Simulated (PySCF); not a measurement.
# BGeH8NSi: core ionisation energies

Species: BGeH8NSi.
Numbering: `[BH2:1][N:2]([SiH3:3])[GeH3:4]`

Computed, not measured: PySCF 2.14.0, delta-SCF UKS SCAN, pcX-2 on the ionised atom, pcseg-1 elsewhere, spin-free X2C. Each binding energy is the total energy of the core-ionised species, with the hole localised on one atom, minus that of the ground state; both are solved self-consistently, so orbital relaxation is included.

Q: List the computed XPS lines with their assignment.

A: 
```csv
atom(s),bonded to,level,binding energy (eV),2p1/2 (eV),count
B1,N and 2 H,B 1s,195.45,–,1
N2,"B, Ge and Si",N 1s,404.24,–,1
Si3,N and 3 H,Si 2p3/2,107.18,107.80,1
Si3,N and 3 H,Si 1s,1847.03,–,1
```

Q: What is the longest wavelength that can ionise B 1s of B1 vertically?

A: λ = hc/E = 12398.42 eV Å / 195.45 eV = 63.435 Å.

Q: Which effective nuclear charge Zeff reproduces each element's mean 1s value in the hydrogen-like formula E = 13.606 eV × Zeff²?

A: B (Z = 5): mean 195.4 eV, Zeff = 3.79, Z − Zeff = 1.21; N (Z = 7): mean 404.2 eV, Zeff = 5.45, Z − Zeff = 1.55; Si (Z = 14): mean 1847.0 eV, Zeff = 11.65, Z − Zeff = 2.35. Means run over the listed sites, weighted by atom count.

Spin contamination (⟨S²⟩ against 0.75 for a pure doublet) is marked for B 1s of B1 (0.92), which makes this value less certain. Spin–orbit coupling isn't in the SCF: each 2p doublet comes from a relaxed spin-free hole plus a matrix of the shell (mean-field spin–orbit coupling and the ground-state 2p splitting), with 2p3/2 averaged over its two sublevels. 2p1/2 minus 2p3/2 (ligand field included): Si 0.62 eV. No level of germanium is listed. Isolated species at its PBE0-D3(BJ)/def2-SVP geometry, gas phase.
